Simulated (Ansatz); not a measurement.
`C#[C][Ti]([OH])([OH])[C]#C`. Total charge 0; spin multiplicity 1. Geometry: relaxed with PBE0-D4/def2-TZVP. It is one conformer, not always the lowest.

```xyz
11

C    -2.265   -0.583    1.651
C    -1.223   -0.198    1.159
Ti    0.514    0.425    0.302
O     0.550    2.196    0.208
O     1.904   -0.164    1.232
C     0.527   -0.378   -1.568
C     0.513   -0.868   -2.680
H    -3.181   -0.922    2.080
H    -0.031    2.838   -0.205
H     2.196   -1.045    1.475
H     0.498   -1.300   -3.655
```

(1) What is the dipole moment at PBE/def2-TZVPP? (Estimate.)

(2) And with r2SCAN, B3LYP, ωB97M-V? (An estimate is asked.)

(3) Give the Mulliken charges with PBE, r2SCAN, ωB97M-V in def2-TZVPP. (Estimate.)

Answers

(1) Ansatz gave: 0.96 D, with components (-0.68, -0.56, -0.40) D in this frame, pointing from negative to positive charge.

(2) Computed: r2SCAN 1.08 D, B3LYP 1.07 D, ωB97M-V 0.92 D.

(3) Ansatz gave: 
| atom | PBE | r2SCAN | ωB97M-V |
| --- | --- | --- | --- |
| C1 | -0.14 | -0.13 | -0.06 |
| C2 | -0.25 | -0.36 | -0.40 |
| Ti3 | 0.75 | 0.98 | 0.86 |
| O4 | -0.37 | -0.42 | -0.38 |
| O5 | -0.37 | -0.42 | -0.38 |
| C6 | -0.25 | -0.36 | -0.40 |
| C7 | -0.14 | -0.13 | -0.06 |
| H8 | 0.20 | 0.22 | 0.23 |
| H9 | 0.20 | 0.21 | 0.19 |
| H10 | 0.20 | 0.21 | 0.19 |
| H11 | 0.20 | 0.22 | 0.23 |

B3LYP here is the variant with VWN-RPA as its local correlation; programs differ in this.
